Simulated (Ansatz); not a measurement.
Compare A (`OB([SiH3])Cl`) with its isomer B (`[SiH3]OBCl`).

Isolated molecules relaxed with PBE0-D4/def2-TZVP in Ansatz; ΔE leaves out vibrations. CBS: MP2 limit from def2 TZ/QZ plus the TZ coupled-cluster correction, frozen cores. This one scheme is used for every species. Functionals use def2-TZVPP. B3LYP here is the variant with VWN-RPA as its local correlation; programs differ in this. Each species was taken in one conformer, which may not be the lowest.

(1) Which isomer does CCSD(T)/CBS put lower? Give the gap. (An estimate is asked.)

(2) Give E(B) − E(A) in kJ/mol with CCSD/def2-TZVPP, MP2/def2-TZVPP, LDA (SPW92), B3LYP-D4, PBE-D4, B3LYP, CCSD(T)/def2-TZVPP. (Best estimate.)

(3) Does the order hold for the free energy at 298.15 K (harmonic terms from PBE0-D4)? (An estimate is asked.)

Largest T1 diagnostic: 0.013.

Results:

(1) Ansatz gave: B, by 104.1 kJ/mol.

(2) Ansatz gave: CCSD/def2-TZVPP -106.3, MP2/def2-TZVPP -110.3, LDA (SPW92) -80.1, B3LYP-D4 -103.4, PBE-D4 -80.1, B3LYP -102.7, CCSD(T)/def2-TZVPP -103.0. None reverses the order clearly.

(3) The calculation gave: Yes: G(B) − G(A) = -104.9 kJ/mol, for one conformer each. Modes under 60 cm⁻¹, often nearly free rotors, make the harmonic entropy too high.

From PBE to PBE0 (25 % exact exchange), in def2-TZVPP and without D4, E(B) − E(A) moves by −8.4 kJ/mol. In def2-TZVPP, CCSD(T) changes the Hartree–Fock value by +24.4 kJ/mol (the triples alone add +3.3 kJ/mol) and MP2 by +17.1 kJ/mol.
